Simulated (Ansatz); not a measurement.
## What each rung costs, and what it gives

The pair of H$_{2}$ (SMILES [H][H], atoms 1–2) and CH$_{3}$I (SMILES CI, atoms 3–7), both closed shells, in one local arrangement (a lower one may exist), relaxed at PBE0-D4/def2-TZVP:

```xyz
7
angstrom
H 0.3073 0.1614 -2.7053
H 0.1332 -0.4305 -2.2833
C -0.0421 0.2751 1.0298
I -0.4713 -1.7884 0.7322
H -0.9127 0.7296 1.4922
H 0.8264 0.3410 1.6778
H 0.1594 0.7119 0.0564
```

Interaction energies are counterpoise-corrected; the time is that of the whole pair.

Program: Ansatz 0.2.0. Basis: as named in each row. Cores are frozen in the correlated methods. Filled d shells of the heavier atoms are correlated. Core potentials replace the inner electrons of the atoms past krypton. The def2 sets are not built for correlating such inner shells, so the correlated values are less sure here. B3LYP uses VWN-RPA correlation. Extrapolation: Hartree–Fock as exp(−7.88 √X), correlation as X^−2.97.

Times are rough, for one single point on 2 threads of a shared host (Arm Neoverse V1).

The estimate by CCSD(T) at an estimated basis limit (MP2 extrapolated from triple and quadruple zeta, plus CCSD(T) − MP2 in triple zeta) is -0.028 eV.

```csv
method,basis,time (s),interaction energy (eV),method less estimate
revPBE-D4,def2-TZVPPD,2,-0.027,0.000
BLYP-D4,def2-TZVPPD,2,-0.020,0.008
PBE-D4,def2-TZVPPD,2,-0.040,-0.013
PBE0-D4,def2-TZVPPD,3,-0.035,-0.007
HSE06-D4,def2-TZVPPD,3,-0.035,-0.008
B3LYP-D4,def2-TZVPPD,3,-0.025,0.003
r2SCAN-D4,def2-TZVPPD,4,-0.018,0.010
B2PLYP,def2-TZVPPD,6,-0.008,0.020
wB97X-V,def2-TZVPPD,8,-0.029,-0.001
wB97M-V,def2-TZVPPD,10,-0.027,0.001
B97M-V,def2-TZVPPD,10,-0.032,-0.004
MP2,def2-QZVPPD,12,-0.026,0.001
CCSD(T),def2-TZVPPD,66,-0.021,0.007
```

No T1 diagnostic of these runs exceeds 0.008.
